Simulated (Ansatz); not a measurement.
Active spaces for ScH, singlet

Calculated in Ansatz's Gaussian-basis code. Basis def2-SVP, nonrelativistic, 5 orbitals frozen in the corrections. State-specific CASSCF; RHF is the lowest restricted (open-shell) Hartree–Fock solution met. Letters tell apart solutions met in one space. The basis is small, far from the limit. No symmetry is imposed, so a solution can break that of the shape. The lowest solution met needn't be the lowest there is, nor hold the orbitals that a chemist would pick.

Geometry: bond length 1.9170 Å.

CASSCF less RHF, in eV, and natural occupations:

```tsv
CAS	CASSCF	occupations
(4,7) a	-1.629	1.94, 1.79, 0.13, 0.06, 0.06, 0.02, 0.01
(4,7) b	-1.581	1.94, 1.79, 0.13, 0.06, 0.06, 0.02, 0.00
```

Question: What totals less RHF do the corrections give on each solution?

Answer: 

| CAS | SC-NEVPT2 |
| --- | --- |
| (4,7) a | -5.761 |
| (4,7) b | -5.772 |

Question: In CAS(4,7), is the solution lowest in CASSCF also lowest after SC-NEVPT2?

Answer: No: (4,7) b is lowest after SC-NEVPT2, 0.01 eV under (4,7) a, which leads in CASSCF.
